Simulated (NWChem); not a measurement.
System: GeSiH$_{3}$F, singlet; SMILES [F][Ge][SiH3]

The following NWChem deck was run.

```
start job
memory heap 200 mb stack 900 mb global 1100 mb
geometry units angstroms noautoz
  Ge    -0.403044     0.666415    -0.180845
  F      1.257467     1.098242     0.235922
  Si     0.123043    -1.772281    -0.035205
  H      0.620326    -2.083456     1.344828
  H      1.219941    -2.094756    -1.005428
  H     -1.043117    -2.667361    -0.328249
end
basis spherical
  Ge library pcseg-1
  F library pcseg-1
  Si library pcseg-1
  H library pcseg-1
end
dft
  xc xpbe96 cpbe96
  iterations 150
  mulliken
end
task dft energy
```

Low-valent species are run as closed-shell singlets; no triplet was tried in these runs. All runs use the structure optimised with PBE0/def2-SVP.

**Question.** What results follow from this input? (PBE/pcseg-1.) Quantities: basis functions; energy (Ha); highest occupied level (eV); orbital gap (eV); dipole (D).

**Answer.** 
```yaml
number_of_basis_functions: 74
energy (Ha): -2467.33
highest occupied level (eV): -5.58
orbital gap (eV): 1.68
dipole (D): 1.64
```
